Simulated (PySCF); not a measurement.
SCF from a fresh guess for singlet Au2Se, at the PBE0 minimum. PySCF input:

```python
from pyscf import gto, scf, dft
mol = gto.M(atom='''
Se    -1.420010    -0.000000     0.000000
Au     0.288070    -1.619450    -0.000000
Au     0.288070     1.619450     0.000000''',
    basis={'Se': 'def2-TZVP', 'Au': 'def2-TZVP'},
    ecp={'Au': 'def2-TZVP'},
    charge=0, spin=0)
mf = dft.RKS(mol, xc='B3LYP')
mf.grids.atom_grid = (50, 194)
aux = {'Se': 'def2-universal-JKFIT', 'Au': 'def2-universal-JKFIT'}
mf = mf.density_fit(auxbasis=aux)
mf.conv_tol = 1e-08
mf.diis_space = 10
mf.max_cycle = 60
mf.init_guess = 'minao'
mf.verbose = 4
mf.kernel()
```

Excerpt of the output (cycles and frontier levels):

```
init E= -2642.56887250851
  HOMO = -0.824532856945522  LUMO = -0.776661381806465  gap/eV = 1.30265
cycle= 1 E= -2671.31711670426  delta_E= -28.7  |g|= 3.09  |ddm|= 11.9
  HOMO = 0.119929874011443  LUMO = 0.125655225633364  gap/eV = 0.15579
cycle= 2 E= -2641.21949116607  delta_E= 30.1  |g|= 8.96  |ddm|=   48
  HOMO = -0.325608781085643  LUMO = -0.246863405410253  gap/eV = 2.14277
cycle= 3 E= -2673.07539318955  delta_E= -31.9  |g|= 0.62  |ddm|=   48
  HOMO = -0.241528644485992  LUMO = -0.114092587513664  gap/eV = 3.46771
cycle= 4 E= -2673.04392965082  delta_E= 0.0315  |g|= 0.789  |ddm|= 2.16
  HOMO = -0.194913704023651  LUMO = -0.103552835468579  gap/eV = 2.48606
cycle= 5 E= -2673.1986223457  delta_E= -0.155  |g|= 0.241  |ddm|=    1
  HOMO = -0.221359463254698  LUMO = -0.120821280787298  gap/eV = 2.73578
cycle= 6 E= -2673.20909221558  delta_E= -0.0105  |g|= 0.0625  |ddm|= 0.255
  HOMO = -0.222912990451911  LUMO = -0.123740915573193  gap/eV = 2.69861
cycle= 7 E= -2673.20983915092  delta_E= -0.000747  |g|= 0.0133  |ddm|= 0.0499
  HOMO = -0.223049138650331  LUMO = -0.124117092128031  gap/eV = 2.69208
cycle= 8 E= -2673.20987389866  delta_E= -3.47e-05  |g|= 0.00354  |ddm|= 0.0105
  HOMO = -0.222900794276383  LUMO = -0.124107614065051  gap/eV = 2.68830
cycle= 9 E= -2673.20987658585  delta_E= -2.69e-06  |g|= 0.000651  |ddm|= 0.00336
  HOMO = -0.222925385434411  LUMO = -0.124151847766899  gap/eV = 2.68776
cycle= 10 E= -2673.20987667131  delta_E= -8.55e-08  |g|= 0.000271  |ddm|= 0.00087
  HOMO = -0.222944147658008  LUMO = -0.124160277417675  gap/eV = 2.68805
cycle= 11 E= -2673.20987669046  delta_E= -1.92e-08  |g|= 8.59e-05  |ddm|= 0.000455
  HOMO = -0.222931599829326  LUMO = -0.12415571384087  gap/eV = 2.68783
cycle= 12 E= -2673.20987669299  delta_E= -2.54e-09  |g|= 1.27e-05  |ddm|= 0.000115
  HOMO = -0.222931520501249  LUMO = -0.124155162632044  gap/eV = 2.68784
Extra cycle  E= -2673.20987669296  delta_E= 3.5e-11  |g|= 1.92e-05  |ddm|= 4.51e-05
converged SCF energy = -2673.20987669296
```

No lower solution of this spin was found by a stability analysis within the restricted form, which does not test spin polarisation.

With an element this heavy the missing spin–orbit coupling can shift these numbers.

The search for the lowest solution, with the stability check, took 22 s on 4 threads of a shared Intel Xeon @ 2.50GHz (Skylake/Cascade Lake) host, with 128 basis functions; the process peaked at 0.41 GiB. Launch command: `OMP_NUM_THREADS=4 python axn.py task.json out`.
